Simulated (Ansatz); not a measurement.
Species: BH3S, charge 0, singlet. BH3S (SMILES BS).
B3LYP-D3(BJ)/def2-TZVP minimum from Ansatz (a first-principles code):
```
B
H 1 1.1856
H 1 1.1871 2 122.72
S 1 1.7712 2 121.49 3 -180.00
H 4 1.3453 1 99.53 2 0.00
```

Total energies in hartree (Ansatz). Radicals and triplets start from unrestricted determinants; spin-orbit coupling is neglected. Correlated methods leave the cores frozen. No relativity. For partners of very few electrons the exact lower level stands in for a higher one.

```csv
species,HF/cc-pV(T+d)Z,CCSD(T)/cc-pV(T+d)Z,HF/cc-pV(Q+d)Z,CCSD(T)/cc-pV(Q+d)Z,CCSDT(Q)/cc-pV(T+d)Z
1: BH3S (SMILES BS),-424.00292,-424.33572,-424.00818,-424.36088,-424.33740
2: B (doublet),-24.53207,-24.59810,-24.53297,-24.60084,-24.59852
3: H (doublet),-0.49981,-0.49981,-0.49995,-0.49995,-0.49981
4: S (triplet),-397.50938,-397.65444,-397.51264,-397.66785,-397.65537
```

Task: Work out the atomisation energy (electronic, to ground-state atoms) in kJ/mol: take Hartree-Fock from cc-pV(Q+d)Z, extrapolate the CCSD(T) correlation energy as X^-3 (X = 3, 4), and add CCSDT(Q) - CCSD(T) in cc-pV(T+d)Z. 1 hartree = 2625.5 kJ/mol.

Result: 
Species 1: correlation (64·(-0.35270) - 27·(-0.33280))/37 = -0.36722; step -0.00168; E1 = -424.00818 + (-0.36722) + (-0.00168) = -424.37708
Species 2: correlation (64·(-0.06787) - 27·(-0.06603))/37 = -0.06921; step -0.00042; E2 = -24.53297 + (-0.06921) + (-0.00042) = -24.60260
Species 3: correlation (64·(0.00000) - 27·(0.00000))/37 = 0.00000; step +0.00000; E3 = -0.49995 + (0.00000) + (+0.00000) = -0.49995
Species 4: correlation (64·(-0.15521) - 27·(-0.14506))/37 = -0.16262; step -0.00093; E4 = -397.51264 + (-0.16262) + (-0.00093) = -397.67619
-1·E1 +1·E2 +3·E3 +1·E4 = 0.59844 hartree = 1571.2 kJ/mol.
